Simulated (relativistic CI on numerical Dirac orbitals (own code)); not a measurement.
Calculated levels, Co⁸⁺

These numbers are calculated, not measured: Dirac-Coulomb-Breit CI, separate exchange-only KLI orbitals for each configuration, model QED (radiative potential, 1s self-energy scaled to tabulated hydrogen-like ionisation energies), unscaled Slater integrals (own radial code, finite nucleus).

Configuration list (outside the closed core [Ne]): 3s2 3p6 3d, 3s2 3p5 3d2, 3s 3p6 3d2, 3s2 3p6 4s, 3s2 3p6 4p, 3s2 3p6 4d, 3s2 3p6 4f, 3s2 3p6 5s, 3s2 3p6 5p, 3s2 3p5 3d 4s, 3s2 3p6 5d, 3s2 3p5 3d 4p, 3s2 3p6 5f, 3s2 3p6 5g, 3s2 3p6 6s, 3s2 3p6 6p, 3s2 3p6 6d, 3s2 3p6 7s, 3s2 3p5 3d 4d, 3s2 3p6 7p, 3s 3p6 3d 4s, 3s 3p6 4s2, 3s2 3p5 3d 4f, 3s 3p6 3d 4p, 3p6 3d3, 3p5 3d4. Double excitations out of closed p, d and f shells are left out; levels of such configurations are missing from the list, as are those of other unlisted configurations, and high levels can miss mixing partners. These lack a partner that the ground configuration has and come out too high: 3s2 3p5 3d 4s, 3s2 3p5 3d 4p, 3s2 3p5 3d 4d, 3s2 3p5 3d 4f.

The lowest level is 3s2 3p6 3d 2D_3/2, with 100 % of that term; Hund's rules for 3s2 3p6 3d give 2D with J = 3/2, in agreement.

| No. | Configuration | Term | J | E (eV) | % | Next component (%) | Landé g |
| --- | --- | --- | --- | --- | --- | --- | --- |
| 1 | 3s2 3p6 3d | 2D | 3/2 | 0.000 | 100 |  | 0.799 |
| 2 | 3s2 3p6 3d | 2D | 5/2 | 0.295 | 100 |  | 1.200 |
| 3 | 3p5 3d2(3F) | 4D° | 1/2 | 51.966 | 100 |  | 0.001 |
| 4 | 3p5 3d2(3F) | 4D° | 3/2 | 52.106 | 99 | 1 4F° | 1.196 |
| 5 | 3p5 3d2(3F) | 4D° | 5/2 | 52.341 | 98 | 1 4F° | 1.367 |
| 6 | 3p5 3d2(3F) | 4D° | 7/2 | 52.683 | 97 | 2 4F° | 1.423 |
| 7 | 3p5 3d2(3F) | 4G° | 11/2 | 55.030 | 100 |  | 1.272 |
| 8 | 3p5 3d2(3F) | 4G° | 9/2 | 55.267 | 92 | 6 4F° | 1.181 |
| 9 | 3p5 3d2(3F) | 4G° | 7/2 | 55.574 | 87 | 10 4F° | 1.010 |
| 10 | 3p5 3d2(3P) | 4P° | 5/2 | 55.728 | 97 | 1 4D° | 1.582 |
| 11 | 3p5 3d2(3F) | 4G° | 5/2 | 55.910 | 79 | 10 4F° | 0.661 |
| 12 | 3p5 3d2(3P) | 4P° | 3/2 | 56.198 | 97 | 1 2P° | 1.725 |
| 13 | 3p5 3d2(3P) | 4P° | 1/2 | 56.557 | 98 | 1 2S° | 2.640 |
| 14 | 3p5 3d2(3F) | 4F° | 3/2 | 57.172 | 71 | 25 2D° | 0.527 |
| 15 | 3p5 3d2(3F) | 4F° | 5/2 | 57.389 | 44 | 43 2D° | 1.053 |
| 16 | 3p5 3d2(3F) | 4F° | 9/2 | 57.452 | 90 | 5 4G° | 1.315 |
| 17 | 3p5 3d2(3F) | 4F° | 7/2 | 57.617 | 81 | 9 4G° | 1.198 |
| 18 | 3p5 3d2(1G) | 2F° | 5/2 | 58.098 | 35 | 34 4F° | 1.024 |
| 19 | 3p5 3d2(1G) | 2F° | 5/2 | 58.141 | 59 | 24 2D° | 0.929 |
| 20 | 3p5 3d2(1D) | 2D° | 3/2 | 58.336 | 54 | 26 4F° | 0.804 |
| 21 | 3p5 3d2(1G) | 2F° | 7/2 | 58.654 | 89 | 5 4F° | 1.145 |
| 22 | 3p5 3d2(1D) | 2P° | 1/2 | 59.384 | 98 | 1 4P° | 0.678 |
| 23 | 3p5 3d2(1G) | 2H° | 11/2 | 60.124 | 100 |  | 1.090 |
| 24 | 3p5 3d2(1D) | 2P° | 3/2 | 60.309 | 76 | 21 2D° | 1.216 |
| 25 | 3p5 3d2(1D) | 2F° | 7/2 | 60.394 | 73 | 24 2G° | 1.083 |
| 26 | 3p5 3d2(3F) | 2G° | 7/2 | 60.858 | 68 | 28 2F° | 0.970 |
| 27 | 3p5 3d2(3F) | 2G° | 9/2 | 61.318 | 57 | 40 2H° | 1.035 |
| 28 | 3p5 3d2(1G) | 2H° | 9/2 | 61.704 | 57 | 41 2G° | 1.000 |
| 29 | 3p5 3d2(3P) | 4D° | 7/2 | 62.246 | 96 | 3 2F° | 1.419 |
| 30 | 3p5 3d2(1D) | 2F° | 5/2 | 62.277 | 88 | 9 4D° | 0.914 |
| 31 | 3p5 3d2(3P) | 4D° | 5/2 | 62.447 | 84 | 8 2F° | 1.317 |
| 32 | 3p5 3d2(3P) | 4D° | 3/2 | 62.754 | 93 | 6 2D° | 1.175 |
| 33 | 3p5 3d2(3P) | 4D° | 1/2 | 63.089 | 99 | 1 2P° | 0.007 |
| 34 | 3p5 3d2(3P) | 2D° | 3/2 | 65.222 | 93 | 6 4D° | 0.830 |
| 35 | 3p5 3d2(3P) | 2D° | 5/2 | 65.853 | 93 | 5 4D° | 1.207 |
| 36 | 3p5 3d2(3P) | 2S° | 1/2 | 66.124 | 99 | 1 4P° | 2.005 |
| 37 | 3p5 3d2(3P) | 4S° | 3/2 | 66.127 | 98 | 1 4P° | 1.991 |
| 38 | 3s2 3p6 4s | 2S | 1/2 | 66.152 | 99 | 1 3s2 3p5 3d 4p 2S | 2.002 |
| 39 | 3p5 3d2(1G) | 2G° | 9/2 | 66.551 | 96 | 4 2H° | 1.103 |
| 40 | 3p5 3d2(1G) | 2G° | 7/2 | 66.637 | 98 | 2 2F° | 0.893 |
| 41 | 3p5 3d2(1S) | 2P° | 3/2 | 69.665 | 99 |  | 1.332 |
| 42 | 3p5 3d2(1S) | 2P° | 1/2 | 71.273 | 99 |  | 0.666 |
| 43 | 3p5 3d2(3F) | 2F° | 5/2 | 74.651 | 98 | 1 3s2 3p6 4f 2F° | 0.856 |
| 44 | 3p5 3d2(3F) | 2F° | 7/2 | 75.591 | 98 | 1 3s2 3p6 4f 2F° | 1.141 |
| 45 | 3s2 3p6 4p | 2P° | 1/2 | 78.098 | 85 | 14 3s2 3p5 3d2 2P° | 0.665 |
| 46 | 3s2 3p6 4p | 2P° | 3/2 | 78.608 | 84 | 15 3s2 3p5 3d2 2P° | 1.334 |
| 47 | 3p5 3d2(3P) | 2P° | 1/2 | 82.741 | 86 | 13 3s2 3p6 4p 2P° | 0.665 |
| 48 | 3p5 3d2(3P) | 2P° | 3/2 | 83.280 | 85 | 14 3s2 3p6 4p 2P° | 1.334 |
| 49 | 3p5 3d2(3F) | 2D° | 5/2 | 84.020 | 99 |  | 1.199 |
| 50 | 3p5 3d2(3F) | 2D° | 3/2 | 84.105 | 99 |  | 0.799 |
| 51 | 3s2 3p6 4d | 2D | 3/2 | 98.673 | 98 | 1 3s2 3p5 3d 4p 2D | 0.799 |
| 52 | 3s2 3p6 4d | 2D | 5/2 | 98.756 | 98 | 1 3s2 3p5 3d 4p 2D | 1.200 |
| 53 | 3s 3d2(3F) | 4F | 3/2 | 102.439 | 99 | 1 3s2 3p5 3d 4f 4F | 0.398 |
| 54 | 3s 3d2(3F) | 4F | 5/2 | 102.537 | 99 | 1 3s2 3p5 3d 4f 4F | 1.028 |
| 55 | 3s 3d2(3F) | 4F | 7/2 | 102.673 | 99 | 1 3s2 3p5 3d 4f 4F | 1.238 |
| 56 | 3s 3d2(3F) | 4F | 9/2 | 102.845 | 99 | 1 3s2 3p5 3d 4f 4F | 1.333 |
| 57 | 3s 3d2(3P) | 4P | 1/2 | 105.903 | 99 | 1 3s2 3p5 3d 4f 4P | 2.669 |
| 58 | 3s 3d2(3P) | 4P | 3/2 | 105.964 | 99 | 1 3s2 3p5 3d 4f 4P | 1.734 |
| 59 | 3s 3d2(3P) | 4P | 5/2 | 106.038 | 99 | 1 3s2 3p5 3d 4f 4P | 1.599 |
| 60 | 3s 3d2(1D) | 2D | 3/2 | 108.643 | 99 |  | 0.800 |
| 61 | 3s 3d2(1D) | 2D | 5/2 | 108.645 | 98 |  | 1.201 |
| 62 | 3s 3d2(1G) | 2G | 9/2 | 110.088 | 99 |  | 1.111 |
| 63 | 3s 3d2(1G) | 2G | 7/2 | 110.089 | 99 |  | 0.889 |
| 64 | 3s 3d2(3F) | 2F | 5/2 | 111.768 | 99 |  | 0.857 |
| 65 | 3s 3d2(3F) | 2F | 7/2 | 112.043 | 99 |  | 1.142 |
| 66 | 3s2 3p6 4f | 2F° | 5/2 | 114.673 | 98 | 1 3s2 3p5 3d2 2F° | 0.857 |
| 67 | 3s2 3p6 4f | 2F° | 7/2 | 114.688 | 98 | 1 3s2 3p5 3d2 2F° | 1.143 |
| 68 | 3s 3d2(3P) | 2P | 1/2 | 114.749 | 98 | 1 2S | 0.676 |
| 69 | 3s 3d2(3P) | 2P | 3/2 | 114.876 | 99 | 1 3p6 3d3 2P | 1.333 |
| 70 | 3s 3d2(1S) | 2S | 1/2 | 116.623 | 96 | 3 3s2 3p6 5s 2S | 1.991 |

Energies count from the lowest computed level; ° marks odd parity. Percentages are summed over parent terms; the parents shown are those of the largest component, closed shells are left out there.

The mean weight of the leading LS term, summed over parents, in these 70 levels is 91 %, and that of the leading jj configuration (from the same eigenvectors) 59 %, so LS coupling describes them better.

At this charge configurations can still be misplaced by up to about 7 % of their energy.

LS names give the leading component of a level, which can be under half, so a name can repeat, a term be missing and a line seem to break the LS rules.
